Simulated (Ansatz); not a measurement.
A calculation with Ansatz (development build ahead of 0.2.0).

```yaml
crystal:
  periodic: [false, false, false]
  atoms:
    - { symbol: Cu, position_ang: [-0.02095, 0.01309, 0.0275] }
    - { symbol: H, position_ang: [-0.06525, -0.01688, 1.34307] }
basis:
  gaussian: { orbitals: def2-SVP }
hamiltonian:
  xc: hf
correlation:
  method: mp2
  frozen_orbitals: { Cu: 5, H: 0 }
```

The input is written out in the form of the current development build from the run's settings.

The run gave:

```json
{
 "Converged": "yes",
 "Reference energy": "-1639.22238 hartree",
 "Correlation energy": "-0.40433 hartree",
 "Total energy": "-1639.62671 hartree",
 "Spin squared of the determinant": "0.000"
}
```
